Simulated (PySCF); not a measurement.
Stepwise substitution at one centre (Si F-OH). Gas-phase values, no solvent. One relaxed conformer stands for each flexible species; it need not be the lowest. Strings in code marks are SMILES.

The S1–T1 gap (TDA) from two functionals at the same geometries (B3LYP-D3(BJ)/def2-TZVP), both in PySCF: PBE-D3(BJ)/def2-TZVP and TPSSh-D3(BJ)/def2-TZVP. Excitations are Tamm–Dancoff values on a coarser integration grid. The basis has no diffuse functions, so Rydberg states are missing or too high.

```json
[
 {"species": "1 of 4 F replaced by OH (`F[Si](O)(F)F`)", "PBE-D3(BJ)/def2-TZVP (eV)": "0.47", "TPSSh-D3(BJ)/def2-TZVP (eV)": "0.50"},
 {"species": "2 of 4 F replaced by OH (`F[Si](F)(O)O` (H–O–Si–F torsion 43°, F–Si–O–H torsion 85°))", "PBE-D3(BJ)/def2-TZVP (eV)": "0.30", "TPSSh-D3(BJ)/def2-TZVP (eV)": "0.36"},
 {"species": "3 of 4 F replaced by OH (`F[Si](O)(O)O`)", "PBE-D3(BJ)/def2-TZVP (eV)": "0.23", "TPSSh-D3(BJ)/def2-TZVP (eV)": "0.31"},
 {"species": "4 of 4 F replaced by OH", "PBE-D3(BJ)/def2-TZVP (eV)": "0.20", "TPSSh-D3(BJ)/def2-TZVP (eV)": "0.25"}
]
```

Over these rows, drawn at random from the members with no instability flagged (it was tested for open shells, ions and some series alone), PBE minus TPSSh-D3(BJ): mean -0.06 eV, from -0.08 eV to -0.03 eV.
